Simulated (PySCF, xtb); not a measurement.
Potential energy curve for CaO, singlet.

Levels: GFN1-xTB (xtb); RHF/LANL2DZ = restricted Hartree-Fock/LANL2DZ, with its core potentials past Ne (PySCF); UHF/LANL2DZ = unrestricted Hartree-Fock/LANL2DZ, with its core potentials past Ne in PySCF 2.14.0; UKS-PBE0 = unrestricted PBE0/def2-SVP run with PySCF.

Energies relative to the lowest point of each curve near equilibrium, in mEh; the last columns give the difference from UKS-PBE0:

```
R / Å  GFN1-xTB  RHF/LANL2DZ  UHF/LANL2DZ  UKS-PBE0  GFN1-xTB − UKS-PBE0  RHF/LANL2DZ − UKS-PBE0  UHF/LANL2DZ − UKS-PBE0
-----  --------  -----------  -----------  --------  -------------------  ----------------------  ----------------------
1.44      150.4        388.8        392.5     117.7                 32.7                   271.1                   274.8
1.52       76.3        266.4        266.9      63.7                 12.6                   202.7                   203.2
1.63       23.5        148.8        149.9      20.2                  3.3                   128.6                   129.7
1.69        9.6        104.5        106.3       7.9                  1.7                    96.6                    98.5
1.76        1.7         66.4         69.0       1.0                  0.6                    65.3                    68.0
1.80        0.0         50.0         52.9       0.0                  0.0                    50.0                    52.9
1.88        1.0         26.3         29.7       2.8                 -1.7                    23.6                    27.0
1.93        3.8         16.5         20.1       7.0                 -3.2                     9.5                    13.1
2.00        9.5          7.4         11.4      15.0                 -5.5                    -7.6                    -3.6
2.10       20.1          1.0          5.4      26.7                 -6.6                   -25.7                   -21.3
2.25       38.8          0.0          0.0      37.6                  1.2                   -37.6                   -37.6
2.46       66.6          5.5          6.7      55.0                 11.7                   -49.5                   -48.3
2.71       98.7         13.9         23.3      78.9                 19.8                   -65.0                   -55.6
3.00      131.5         22.1         45.5     105.5                 26.0                   -83.5                   -60.1
3.22          —         26.8         61.7     123.5                    —                   -96.7                   -61.8
3.64          —         32.8         78.2     147.2                    —                  -114.4                   -69.0
3.94          —         35.3         79.1     157.1                    —                  -121.8                   -78.0
4.41          —         37.3         79.5     166.5                    —                  -129.1                   -87.0
4.86          —         38.2         79.6     171.4                    —                  -133.3                   -91.9
5.47          —         38.6         79.6     175.0                    —                  -136.4                   -95.4
6.35          —         38.8            —     177.2                    —                  -138.4                       —
7.27          —         38.8            —     178.1                    —                  -139.3                       —
```

GFN1-xTB is furthest from UKS-PBE0 at 1.44 (32.7 mEh, above); its mean absolute difference over the points is 9.1 mEh.

RHF/LANL2DZ is furthest from UKS-PBE0 at 1.44 (271.1 mEh, above); its mean absolute difference over the points is 96.6 mEh.

UHF/LANL2DZ is furthest from UKS-PBE0 at 1.44 (274.8 mEh, above); its mean absolute difference over the points is 78.8 mEh.

A dash means that the run gave no value there, or that the column was ended at a point which the program doubted or which failed a test of continuity chosen for this set; such a test can also cut sound points.

The restricted form behind RHF/LANL2DZ keeps the bonding electrons paired and can't separate into open-shell fragments. The unrestricted solution behind UHF/LANL2DZ changes between 5.47 and 6.35 Å, which can leave a kink. The unrestricted determinant behind UHF/LANL2DZ is spin-contaminated at 1.44 to 5.47 Å (<S²> up to 1.2, against 0.00 for a pure singlet). The unrestricted solution behind UKS-PBE0 changes between 2.10 and 2.25 Å, which can leave a kink. The unrestricted determinant behind UKS-PBE0 is spin-contaminated at 2.00 to 7.27 Å (<S²> up to 1.0, against 0.00 for a pure singlet).
